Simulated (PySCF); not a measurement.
Several molecules and their computed UV-vis stick spectra, shuffled. Level of theory: TDDFT CAM-B3LYP/def2-SVPD, vertical, gas phase, core orbitals frozen in the response (PySCF 2.14.0, density-fitted response routines). Geometries: GFN2-xTB; one conformer of each isolated species. Triplets are in the Tamm–Dancoff approximation. Ions are computed without counter-ions or solvent.

A. `O=[P+]=O`
B. `CCOC1CC1`
C. `OCC1CCC1`
D. `O=COC1=CC=CC1`
E. `CCCCC=O`

Lowest singlet levels (six at most, fewer where fewer were computed) with oscillator strengths:

1. 177 nm (f 0.007); 154 nm (f 0.015); 152 nm (f 0.001); 149 nm (f 0.039); 148 nm (f 0.012); 147 nm (f 0.044); T1 6.70 eV
2. 176 nm (f 0.012); 166 nm (f 0.021); 162 nm (f 0.010); 160 nm (f 0.008); 150 nm (f 0.009); 146 nm (f 0.053); T1 6.90 eV
3. 256 nm (f 0.168); 217 nm (f 0.002); 204 nm (f 0.063); 201 nm (f 0.000); 183 nm (f 0.021); 178 nm (f 0.045); T1 2.96 eV
4. 253 nm (f 0.000 summed over 2 states); 172 nm (f 0.024); 169 nm (f 0.111 summed over 2 states); 163 nm (f 0.000); 158 nm (f 0.000 summed over 2 states); T1 4.37 eV
5. 283 nm (f 0.000); 172 nm (f 0.020); 154 nm (f 0.064); 150 nm (f 0.001); 149 nm (f 0.003); 146 nm (f 0.057); T1 3.78 eV

Question: Match each spectrum to its molecule.

Answer: 1 = C, 2 = B, 3 = D, 4 = A, 5 = E.
- A: S1 at 4.90 eV, HOMO-1/HOMO→LUMO (100%); Löwdin shares by element: HOMO (one of a set within 0.03 eV) oxygen 82%, phosphorus 18%; LUMO phosphorus 52%, oxygen 48%; HOMO -21.07 and LUMO -11.22 eV; point group D∞h, 5 of its 8 listed states under f = 0.0005.
- B: S1 at 7.04 eV, HOMO→LUMO (70%), HOMO→LUMO+1 (22%); Löwdin shares by element: HOMO oxygen 43%, carbon 37% or more (atoms not listed hold the other 20%); LUMO carbon 38% or more, hydrogen 8% or more (atoms not listed hold the other 54%); HOMO -8.44 and LUMO 1.51 eV.
- C: S1 at 7.01 eV, HOMO→LUMO (75%), HOMO→LUMO+1 (12%); Löwdin shares by element: HOMO oxygen 52%, carbon 31% or more (atoms not listed hold the other 17%); LUMO hydrogen 25% or more, oxygen 21%, carbon 13% or more (atoms not listed hold the other 40%); HOMO -9.22 and LUMO 1.28 eV.
- D: S1 at 4.84 eV, HOMO→LUMO (95%); Löwdin shares by element: HOMO carbon 77% or more (atoms not listed hold the other 23%); LUMO carbon 54% or more (atoms not listed hold the other 46%); HOMO -7.60 and LUMO 0.12 eV; point group Cs, 1 of its 6 listed states under f = 0.0005.
- E: S1 at 4.39 eV, HOMO→LUMO (97%); S1 has the pattern of n→π* at C=O; HOMO -8.93 and LUMO 0.56 eV; point group Cs, 1 of its 6 listed states under f = 0.0005.
B and C have S1 within 0.04 eV of each other; their strongest listed levels stand at 8.51 eV (f 0.053) and 8.46 eV (f 0.044).
A and D have S1 within 0.07 eV of each other; their strongest listed levels stand at 7.32 eV (f 0.111) and 4.84 eV (f 0.168).

A slash joins orbitals within 0.01 eV of each other, whose weights are summed (≥ marks a lower bound).
